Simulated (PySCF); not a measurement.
BiH3, SMILES [BiH3].

Geometry: B3LYP-D3(BJ)/def2-TZVPD. The def2 effective core potentials stand for the cores of Bi; spin–orbit coupling is left out.

All values below come from C-PCM-ωB97X/def2-TZVPD run with PySCF.

The values are the electrostatic part of the solvation free energy, E(continuum) − E(gas) at the gas-phase geometry, in a cavity of scaled van der Waals radii (PySCF's table); cavitation and dispersion terms are not included. A continuum can't describe solvent molecules that bind to the metal. In vacuum the orbital gap is 11.11 eV. The dipole moment in vacuum is 1.19 D.

Q: Estimate the values in water (ε = 78.36), toluene (ε = 2.37), n-hexane (ε = 1.88). (An estimate is asked for; the answer gives what the named calculation found.)

A: 
| solvent | ε | ΔG(elec) (kcal/mol) | dipole (D) | gap (eV) |
|---|---|---|---|---|
| water | 78.36 | -1.0 | 1.78 | 11.14 |
| toluene | 2.37 | -0.5 | 1.47 | 11.12 |
| n-hexane | 1.88 | -0.4 | 1.41 | 11.12 |
